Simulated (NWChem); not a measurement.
Species: disilazane (Si2NH7); SMILES [SiH3]N[SiH3]

```xyz
10

Si     0.1322    -0.0002    -1.5756
N     -0.6092     0.0051     0.0000
Si     0.1322    -0.0002     1.5756
H     -0.4724     1.0493    -2.4544
H      1.5856     0.2776    -1.3880
H     -0.0189    -1.3089    -2.2890
H     -1.6244    -0.0655     0.0000
H     -0.0189    -1.3089     2.2890
H     -0.4724     1.0493     2.4544
H      1.5856     0.2776     1.3880
```
Atoms are numbered in this order, from 1.

Structure relaxed at the PBE0/def2-SVP level.

Symmetry labels are those of Cs in the frame above (b1 and b2, or b-type labels, depend on it). States above −ε(HOMO) = 6.2 eV lie in this functional's continuum and hang on the basis.

Problem. List the 4 lowest vertical singlet excitations from PBE/def2-SVPD, TDA (NWChem).

Solution. 
| state | energy (eV) | oscillator strength | symmetry | leading excitation (squared amplitude) |
|---|---|---|---|---|
| S1 | 5.33 | 0.003 | a' | HOMO → LUMO (0.99) |
| S2 | 6.26 | 0.036 | a' | HOMO → LUMO+1 (0.98) |
| S3 | 6.58 | 0.000 | a" | HOMO → LUMO+3 (1.00) |
| S4 | 6.64 | 0.002 | a' | HOMO → LUMO+2 (0.91) |
